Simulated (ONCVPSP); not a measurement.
Which change was made? (V, ONCV)

ONCVPSP 4.0.1 input, shortened (lines: element, Z, core and valence counts, functional; n l f; lmax; l rc ep ncon nbas qcut; lloc lpopt rc5 dvloc0; l nproj debl; icmod fcfact rcfact), PBE, scalar-relativistic:

```
  V 23.00    3    4        4      upf
    1    0    2.00
    2    0    2.00
    2    1    6.00
    3    0    2.00
    3    1    6.00
    3    2    3.00
    4    0    2.00
    2
    0    1.80    0.00    4    8    8.50
    1    1.60    0.00    4    9    6.90
    2    1.85    0.00    4    9    9.50
    4    5    1.15    4.00
    0    2    2.20
    1    2    2.40
    2    3    0.50
    0    0.00    0.00
```

Cutoffs, loose and tight: the cutoffs (Ha) at which the residual kinetic energy of the hardest occupied pseudo-wave falls to 1 and 0.1 mHa per electron. They do not see the model core or the augmentation charge, which bear on the density cutoff. Test errors are all-electron minus pseudo excitation energies from the reference, over the configurations 3s2 3p6 3d3 4s1; 3s2 3p6 3d3 4s0; 3s2 3p6 3d2 4s0; 3s2 3p6 3d4 4s0; variants that change the core or the reference have their own tests.

The base gives: outcome: generated; cutoff, loose: 31 Ha; cutoff, tight: 35 Ha; bound ghosts: s; GHOST(+) flags above zero: none; largest test error (meV): +37.

Question: After one change the result is: outcome: generated; cutoff, loose: 37 Ha; cutoff, tight: 42 Ha; bound ghosts: none; GHOST(+) flags above zero: none; largest test error (meV): +19. Which change was it?
A. all radii scaled by about 0.80 (s 1.44, p 1.28, d 1.48 bohr); local potential polynomial inside 0.92 bohr (lpopt 5, dvloc0 4 Ha)
B. all radii scaled by about 1.11 (s 2.00, p 1.78, d 2.04 bohr); local potential polynomial inside 1.28 bohr (lpopt 5, dvloc0 4 Ha)
C. all radii scaled by about 0.87 (s 1.56, p 1.40, d 1.62 bohr); local potential polynomial inside 1.00 bohr (lpopt 5, dvloc0 4 Ha)

Answer: A. The others give: all radii scaled by about 1.11 (s 2.00, p 1.78, d 2.04 bohr); local potential polynomial inside 1.28 bohr (lpopt 5, dvloc0 4 Ha) → outcome: generated; cutoff, loose: 28 Ha; cutoff, tight: 33 Ha; bound ghosts: none; GHOST(+) flags above zero: none; largest test error (meV): +57 | all radii scaled by about 0.87 (s 1.56, p 1.40, d 1.62 bohr); local potential polynomial inside 1.00 bohr (lpopt 5, dvloc0 4 Ha) → outcome: generated; cutoff, loose: 34 Ha; cutoff, tight: 39 Ha; bound ghosts: none; GHOST(+) flags above zero: none; largest test error (meV): +26.
